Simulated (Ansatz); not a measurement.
AsH2(tBu) (C4H11As), 16 atoms. Hardware: 4 threads of Intel Xeon Platinum 8259CL on a shared host.

Correlated methods freeze 13 core orbitals; core or outer-core shells of As are correlated, in sets that lack core-valence functions.

(1) How many basis functions does each of these Ansatz runs have, and roughly what does it cost? LC-ωPBE/def2-TZVP, charge 1 doublet at the geometry of the charge 0 singlet, energy, from earlier orbitals; PBE0-D4/def2-TZVP, charge 0 triplet at the geometry of the charge 0 singlet, energy; BLYP-D4/def2-TZVP, charge 0 singlet, energy, from earlier orbitals; MP2/def2-TZVP, charge 0 singlet, energy, from earlier orbitals; PBE-D4/def2-TZVP, charge 0 triplet at the geometry of the charge 0 singlet, energy, from earlier orbitals; r2SCAN-D4/def2-TZVP, charge 0 singlet, energy, from earlier orbitals; PBE-D4/def2-TZVP, charge 0 singlet, energy, from earlier orbitals; PBE0-D4/def2-TZVP, charge 1 doublet at the geometry of the charge 0 singlet, energy; PBE-D4/def2-SVP, charge 0 singlet, relaxation, 6 steps; CCSD(T)/def2-SVP, charge 1 doublet at the geometry of the charge 0 singlet, energy, from earlier orbitals; PBE-D4/def2-TZVP, charge 1 doublet at the geometry of the charge 0 singlet, energy, from earlier orbitals; PBE0-D4/def2-TZVP, charge 0 singlet, energy and forces, from earlier orbitals.

Results:

(1) Other jobs shared the machine, so times can vary by a factor of up to 3. A dash marks memory too small to be measured apart from the calling script's.

```
                                                                                                       run  functions  fitting or Cholesky vectors  wall time  peak host memory (GiB)
                                        BLYP-D4/def2-TZVP, charge 0 singlet, energy, from earlier orbitals        238                         1577        3 s                       –
                                         PBE-D4/def2-TZVP, charge 0 singlet, energy, from earlier orbitals        238                         1577      3.2 s                       –
                                            MP2/def2-TZVP, charge 0 singlet, energy, from earlier orbitals        238                         1666      4.7 s                    0.68
                                      r2SCAN-D4/def2-TZVP, charge 0 singlet, energy, from earlier orbitals        238                         1577        5 s                       –
 PBE-D4/def2-TZVP, charge 1 doublet at the geometry of the charge 0 singlet, energy, from earlier orbitals        238                         1577      5.5 s                       –
 PBE-D4/def2-TZVP, charge 0 triplet at the geometry of the charge 0 singlet, energy, from earlier orbitals        238                         1577        6 s                       –
LC-ωPBE/def2-TZVP, charge 1 doublet at the geometry of the charge 0 singlet, energy, from earlier orbitals        238                         1577        8 s                    0.68
                             PBE0-D4/def2-TZVP, charge 0 singlet, energy and forces, from earlier orbitals        238                         1627        8 s                    0.79
                       PBE0-D4/def2-TZVP, charge 1 doublet at the geometry of the charge 0 singlet, energy        238                         1627       10 s                    0.99
                                                    PBE-D4/def2-SVP, charge 0 singlet, relaxation, 6 steps        143                         1633       11 s                       –
                       PBE0-D4/def2-TZVP, charge 0 triplet at the geometry of the charge 0 singlet, energy        238                         1627       13 s                       1
 CCSD(T)/def2-SVP, charge 1 doublet at the geometry of the charge 0 singlet, energy, from earlier orbitals        143                         1477       88 s                       3
```
